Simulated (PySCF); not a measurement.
## How methods differ on the excitation energy of Gd

Gd [Xe] 4f7 5d1 6s2 (9D) → Gd [Xe] 4f8 6s2 (7F), as a difference of total energies. All numbers are calculated (PySCF 2.14, the spin-free X2C one-electron Hamiltonian (Gaussian nucleus), in cc-pVDZ-X2C). Correlated levels: valence: [Kr] 4d10 frozen; valence and next inner shell: [Ar] 3d10 frozen. The calculations carry no spin-orbit coupling.

| method | excitation energy (cm⁻¹) | error (cm⁻¹) |
| --- | --- | --- |
| UHF | 36665 | +24568 |
| LDA | 538.74 | -11558 |
| PBE | 1063.2 | -11034 |
| PBE0 | 9100.6 | -2996 |
| r2SCAN | 8935.9 | -3161 |
| MP2 (valence) | 16241 | +4144 |
| SCS-MP2 (valence) | 16606 | +4509 |
| MP2 (valence and next inner shell) | 13650 | +1553 |
| SCS-MP2 (valence and next inner shell) | 14561 | +2464 |

Reference: 12097 cm⁻¹ (measured; NIST levels, between the centres of gravity of the two terms).

Errors of the correlated levels include the incompleteness of this basis and the frozen core.

In the upper state the promoted electron has a positive orbital energy at LDA, PBE, r2SCAN, so the basis confines it.
